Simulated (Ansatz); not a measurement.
Reaction (formal exchange of groups at the Al–F bond): `[F][Al]([Br])[Br]` + `CC(=N)S` → `[SH][Al]([Br])[Br]` + `CC(=N)F`

Computed with Ansatz on PBE0-D4/def2-TZVP structures; ΔE is electronic, products minus reactants. CBS: MP2 limit from def2 TZ/QZ plus the TZ coupled-cluster correction, frozen cores. DFT in def2-TZVPP. B3LYP here is the variant with VWN-RPA as its local correlation; programs differ in this. For Br outer-core shells are correlated without core-valence functions, which leaves a few kJ/mol of doubt a bond. Scalar relativity is left out up to krypton. One conformer a species, not always the lowest.

```tsv
level	ΔE (kJ/mol)
PBE-D4	61.4
revPBE-D4	67.1
ωB97X-V	59.9
PBE-QIDH	63.2
B3LYP	66.8
RPA@PBE/def2-TZVPP	68.4
SCS-MP2/def2-TZVPP	75.5
HF/def2-QZVPP	59.4
```

Problem. What does CCSD(T)/CBS give? (Estimate.)

Solution. The calculation gave: +73.8 kJ/mol. The listed levels differ from it by -12.4, -6.7, -13.9, -10.6, -7.0, -5.4, 1.7, -14.4 kJ/mol.

Largest T1 diagnostic among the species: 0.013.

From PBE to PBE0 (25 % exact exchange), in def2-TZVPP and without D4, ΔE moves by −3.4 kJ/mol. Leaving LDA and LC-ωPBE aside and taking each functional with its dispersion term where it has one, the values, not all of them listed here, spread over 16.2 kJ/mol, from HSE06-D4 to BLYP-D4. LDA lies −4.5 kJ/mol from PBE without D4. At CCSD(T), def2-SVP lies −11.2 kJ/mol from the extrapolated value and def2-TZVPP −4.6 kJ/mol.
